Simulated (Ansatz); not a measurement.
`C#[C][AlH][OH]` + H₂O → `[OH][AlH][OH]` + `C#C` at 400 K and 1 bar (formal hydrolysis of the Al–C bond).

Calculated with Ansatz (gas phase, PBE0-D4/def2-TZVP geometries, no zero-point term in ΔE). CCSD(T)/CBS is the MP2 limit (def2-TZVPP, def2-QZVPP) plus CCSD(T) − MP2 in def2-TZVPP, frozen cores. This one scheme is used for every species. One conformer a species, not always the lowest.

```tsv
species	CCSD(T)/CBS energy (Eh)	H − E (kJ/mol)	S (J/(mol·K))
`C#[C][AlH][OH]`	-395.10198	130.6	337.1
H₂O	-76.37941	69.8	198.6
`[OH][AlH][OH]`	-394.28161	113.1	303.4
`C#C`	-77.22717	85.5	213.8
```

H − E and S are ideal-gas, rigid-rotor, harmonic terms from PBE0-D4/def2-TZVP, for one conformer and one mirror image of each species. 1 Eh = 2625.50 kJ/mol, R = 8.31446 J/(mol·K).

Task: By hand: ΔE, ΔH, ΔS and ΔG.

Result: ΔE = (-394.28161) + (-77.22717) − (-395.10198) − (-76.37941) = -0.02739 Eh = -71.9 kJ/mol. Δ(H − E) = 113.1 + 85.5 − 130.6 − 69.8 = -1.8, so ΔH = -73.7 kJ/mol. ΔS = 303.4 + 213.8 − 337.1 − 198.6 = -18.5 J/(mol·K). ΔG = -73.7 − 400 × (-18.5)/1000 = -66.3 kJ/mol.

Task: By hand: the equilibrium constant, and the temperature at which ΔG would vanish if ΔH and ΔS stayed fixed.

Result: log₁₀ K = −ΔG/(RT ln 10) = 8.7. ΔG = 0 at ΔH/ΔS = 3984 K, far beyond where these terms or the molecules hold.

ΔH outweighs TΔS. A doubt of 5 kJ/mol in ΔE shifts log₁₀ K by 0.7 here. Other conformers and mirror images would add mixing entropy, several J/(mol·K) or more a flexible species. These are equilibria of isolated gas molecules and say nothing of rates. Largest T1 diagnostic: 0.014 (customary marks: 0.02 for closed shells, 0.045 for open ones).
